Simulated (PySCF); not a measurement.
Computed with B3LYP-D3(BJ)/def2-TZVP // BP86-D3(BJ)/def2-SVP in PySCF 2.14.0. Gas-phase values, no solvent. B3LYP has the VWN-RPA correlation part, as in Gaussian. 

Reference species: [Cd(F)(Cl)] (neutral, multiplicity 1).

```yaml
dipole_moment: 0.59 D
```

Changed species: [Cd(F)(CH3)] (Y = CH3; the reference has Y = Cl).

**Question.** What does the change do to the dipole moment?

**Answer.** the dipole moment increases by 2.82 D, to 3.41 D.
